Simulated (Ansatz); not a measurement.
Born–Oppenheimer molecular dynamics of CH6GeS (9 atoms, charge 0, multiplicity 1). It starts at the highest image of a converged band. Of that band: Neighbouring images differ by up to 1.5 eV, so the band resolves the path poorly. A vibrational analysis at the climbing image gives one clearly imaginary mode, 1311i cm⁻¹: a first-order saddle point.

Computed with Ansatz, RKS PBE/def2-SVP.

| Item | Value |
| --- | --- |
| ensemble | NVE (velocity Verlet) |
| time step | 0.5 fs |
| steps asked | 200 |
| starting velocities drawn for | 300 K |
| seed | 8399 |

First frame:

```xyz
9
Properties=species:S:1:pos:R:3
Ge -1.117 -0.433 -0.191
C 0.839 0.528 0.302
S -0.213 -2.011 -1.329
H 0.650 -0.599 -0.464
H -1.849 0.768 -0.866
H -1.605 -0.616 1.279
H 0.465 1.560 0.141
H 1.020 0.312 1.370
H 1.810 0.489 -0.243
```

Task: How far do the bonds stretch over the last three quarters of this one trajectory? (Pairs bonded in most of those frames.)

Result: 
| bond | mean (Å) | spread (Å) | shortest | longest |
| --- | --- | --- | --- | --- |
| Ge1–S3 | 2.059 | 0.038 | 2.00 | 2.12 |
| Ge1–H5 | 1.570 | 0.050 | 1.49 | 1.64 |
| Ge1–H6 | 1.559 | 0.029 | 1.52 | 1.60 |
| C2–H4 | 1.121 | 0.060 | 1.03 | 1.21 |
| C2–H7 | 1.110 | 0.024 | 1.05 | 1.16 |
| C2–H8 | 1.109 | 0.019 | 1.08 | 1.14 |
| C2–H9 | 1.114 | 0.022 | 1.07 | 1.17 |

Mean temperature of the second half: 1682 K. The conserved energy stayed within 0.27 meV per atom of its start (net change 0.12 meV per atom), so the integration is sound. The kinetic energy rose, since the run started high on the potential surface and went downhill. It ends in pieces (CH4 + GeH2S), so much of that is their flight and rotation, not heat. A run of 0.1 ps of so small a system gives no equilibrium averages. The orbitals stay closed-shell, which can raise the energy where a bond breaks towards radicals; this wasn't checked here.

Run time: 5.6 min on 2 threads of Intel(R) Xeon(R) Platinum 8259CL CPU @ 2.50GHz (Skylake/Cascade Lake) (shared host), peak memory 0.16 GiB.
